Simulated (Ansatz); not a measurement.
Correlation energies of C2H5NSSi, SMILES `C[SiH2]SC#N` by basis set

```xyz
10

C     1.224    0.301    0.446
Si   -0.013    0.428   -0.930
S    -1.309   -1.329   -0.961
C    -1.841   -1.168    0.626
N    -2.204   -1.067    1.718
H     1.858    1.191    0.458
H     0.712    0.231    1.408
H     1.858   -0.578    0.322
H     0.594    0.366   -2.283
H    -0.879    1.623   -0.804
```

The species carries charge 0 and has multiplicity 1. The geometry is a stationary point of PBE0-D4/def2-TZVP. It is one conformer, not always the lowest. Frozen core, restricted reference, Ansatz. CBS rows extrapolate triple and quadruple zeta; past MP2 they add the triple-zeta difference.

| basis | HF (Eh) | MP2 corr. | CCSD corr. | (T) | CCSD(T) total |
| --- | --- | --- | --- | --- | --- |
| def2-TZVPP | -819.65386 | -0.81239 | -0.85290 | -0.04160 | -820.54836 |
| def2-QZVPP | -819.67945 | -0.87053 | – | – | – |
| CBS(def2) | -819.68298 | -0.91360 | -0.95411 | as TZ | -820.67869 |
